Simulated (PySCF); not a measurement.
1,2-dichlorocyclobutene (C4H4Cl2), SMILES ClC1=C(Cl)CC1.

The structure is a stationary point at PBE-D3(BJ)/def2-SVP.

Method: PBE-D3(BJ)/def2-SVP (PySCF).

Frequencies are harmonic and unscaled.

Computed harmonic wavenumbers and intensities:
```tsv
mode	ν (cm⁻¹)	IR (km/mol)	moving atoms (share of kinetic energy)
1	146	0.3	Cl 85 %, C 13 %
2	188	0.0	H 45 %, C 44 %, Cl 10 %
3	230	4.5	C 72 %, H 19 %, Cl 9 %
4	347	3.6	C 50 %, Cl 32 %, H 18 %
5	491	0.0	C 78 %, H 20 %
6	520	18.3	Cl 54 %, C 39 %
7	535	2.4	C 61 %, Cl 34 %
8	804	0.8	H 86 %, C 14 %
9	894	1.0	C 67 %, H 33 %
10	916	112.9	C 89 %
11	993	0.0	H 55 %, C 45 %
12	1041	0.2	H 86 %, C 14 %
13	1082	13.8	C 56 %, H 42 %
14	1105	0.0	H 86 %, C 14 %
15	1116	20.4	C 60 %, H 40 %
16	1165	12.6	C 63 %, H 35 %
17	1228	70.5	C 67 %, H 33 %
18	1390	0.4	H 92 %
19	1411	0.5	H 84 %, C 16 %
20	1648	58.6	C 97 %
21	2988	24.6	H 95 %
22	2991	30.8	H 95 %
23	3048	0.0	H 90 %, C 10 %
24	3055	20.2	H 90 %, C 10 %
```
